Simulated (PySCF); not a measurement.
Species: 4-cyanothiazole, C4H2N2S.
SMILES with atom numbers: `[N:1]#[C:2][c:3]1[cH:4][s:5][cH:6][n:7]1` (hydrogens: H8 on C4; H9 on C6)

Cartesian coordinates in Å at the PBE0-D3(BJ)/def2-SVP level; atoms count from 1:
```
atom  x, y, z in Å
N1     3.064   -0.742    0.704
C2     1.952   -0.531    0.456
C3     0.586   -0.241    0.153
C4     0.070    1.036    0.102
S5    -1.590    0.961   -0.291
C6    -1.473   -0.767   -0.358
N7    -0.299   -1.251   -0.110
H8     0.589    1.976    0.274
H9    -2.349   -1.375   -0.596
```

Method used: TDDFT wB97X-D/def2-SVPD, vertical, gas phase, core orbitals frozen in the response in PySCF 2.14.0, density-fitted response routines.

Task: Predict the UV-vis stick spectrum at this level.

Result: 

```tsv
state	E (eV)	E (hartree)	f	|μ| (D)	symmetry	main configurations (H = HOMO, L = LUMO)
S1	5.56	0.2043	0.0001	0.08	–	H-1→L (90%), H-1→L+1 (9%)
S2	5.60	0.2057	0.127	2.44	A′	H→L (91%)
S3	6.18	0.2270	0.013	0.74	A′	H-2→L (48%), H→L+1 (46%)
S4	6.28	0.2310	0.0008	0.18	–	H→L+2 (81%), H→L+5 (10%)
S5	6.54	0.2402	0.0018	0.27	–	H-1→L+1 (87%), H-1→L (9%)
S6	6.75	0.2479	0.373	3.82	A′	H-2→L (44%), H→L+1 (43%)
```

The lowest singlet comes at 223 nm (536 kJ/mol) in the ultraviolet; it is dark (f under 0.0005); its leading configuration is HOMO-1→LUMO (90%). The most intense listed level is S6 at 6.75 eV (184 nm, f = 0.373), 1.19 eV above S1. It is the last of those listed, so stronger ones may follow. Löwdin shares by element: HOMO carbon 55% or more, nitrogen 14% or more (atoms not listed hold the other 30%); LUMO carbon 53% or more, sulfur 23% (atoms not listed hold the other 24%). The listed states span 1.19 eV, and the widest gap between neighbours is 0.58 eV (S2 to S3). Weighted by f, the mean energy of these states is 6.45 eV. The oscillator strengths of these states sum to 0.515; summed over the whole spectrum of an exact calculation they would give the number of electrons, 56 (Thomas–Reiche–Kuhn). Symmetry labels in Cs follow from the direction of the transition dipole and are given only for states with f of 0.002 or more. Singlets were solved by full linear response.
